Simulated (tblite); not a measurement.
Task: What does the GFN2-xTB structure of InChI=1S/C7H10N/c8-4-6-3-5-1-2-7(5)6/h1-3,5-7H,4,8H2/t5-,6+,7-/m0/s1 look like in three dimensions? (Doublet state.)

Result: 
```
atom  x, y, z in Å
N1    -2.8879    0.1645   -0.0855
C2    -1.7068   -0.6649   -0.0788
C3    -0.3797    0.0921   -0.3452
C4     0.1182    0.9096    0.7855
C5     1.3227    0.0719    1.0073
C6     2.4723    0.4886    0.1034
C7     2.0791   -0.2825   -0.9078
C8     0.8732   -0.8137   -0.1889
H9    -2.8315    0.8669    0.6435
H10   -2.9840    0.6436   -0.9747
H11   -1.6447   -1.1548    0.8958
H12   -1.8276   -1.4337   -0.8478
H13   -0.4704    0.5998   -1.3152
H14   -0.0956    1.9172    1.0872
H15    1.5673   -0.2865    2.0046
H16    3.2533    1.2120    0.2498
H17    2.4250   -0.4395   -1.9134
H18    0.7083   -1.8843   -0.1316
```

Orientation and origin are arbitrary. Atoms count from 1 in this order. N1 (nitrogen bonded to C and 2 H) is pyramidal (angles 110.7°, 110.4° and 108.0°, sum 329.1°, 0.37 Å off the plane of its three neighbours). The 4-membered ring C5–C6–C7–C8 has internal angles of 85.3° to 94.5° (sum 360°, against 360° for a flat polygon); it is planar, 0.00 Å rms from its mean plane, widest ring torsion 0°. The C–C distances run from 1.331 Å (C6=C7, drawn double) to 1.555 Å (C5–C8, drawn single), a spread of 0.224 Å. Of the pairs four or more bonds apart, C4···H9 is among the closest relative to their van der Waals radii: 2.95 Å, 102 % of the sum of Bondi's values.

Bonds between heavy atoms (Å): N1–C2 1.443, C2–C3 1.551, C3–C4 1.481, C4–C5 1.484, C5–C6 1.521, C6=C7 1.331, C7–C8 1.501, C3–C8 1.554, C5–C8 1.555.

Computed geometry: GFN2-xTB, gas phase. This method treats the open shell by occupation alone, without spin polarisation.

Point group: C1 (no symmetry element, even within 0.4 Å). Its GFN2-xTB frequencies are all real (lowest 82 cm⁻¹). Torsions: H–N1–C2–C3 -61° and 58°, N1–C2–C3–C4 75°. 2 starts were optimised and ended at 0.00 and 0.27 kcal/mol (GFN2-xTB); the lowest of these is shown.

Hardware: Arm Neoverse V1, one thread, on a shared host. Cost: 0.41 s. These figures are those of the optimisation.

One conformer stands for the species.
